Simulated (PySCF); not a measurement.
# Polarisability and C₆ of Ir- (iridium, charge -1)

[Xe] 4f14 5d8 6s2, high-spin 3F determinant. Computed with PySCF 2.14 in aug-cc-pVDZ-PP with ECP60MDF, with a scalar-relativistic core potential. Coupled (time-dependent) response in atomic units; α is the mean over directions. A double-zeta set is small for polarisabilities.

```tsv
method	mean α (bohr³)	C₆ (like pair)	S(−4)
UHF	541.9	8064	773300
CAM-B3LYP	144.6	1981	13790
```

S(−4) is the Cauchy moment in α(ω) = α(0) + S(−4) ω² + …

Spin-orbit coupling is absent.

α(iu) at UHF:

```tsv
u (hartree)	α(iu) (bohr³)
0	541.9
0.0500	191.8
0.100	102.9
0.200	47.80
0.300	29.12
0.500	15.80
0.750	10.02
1.00	7.235
1.50	4.384
2.00	2.940
3.00	1.571
5.00	0.6516
```

For an ion, C₆ is the dispersion term alone; charge-induced terms of lower order in 1/R come first.

Energies and moments cover only the electrons outside the core potential. Spin-orbit coupling, absent here, splits the open shell strongly. ⟨S²⟩ = 2.09 against 2.00 shows spin contamination.
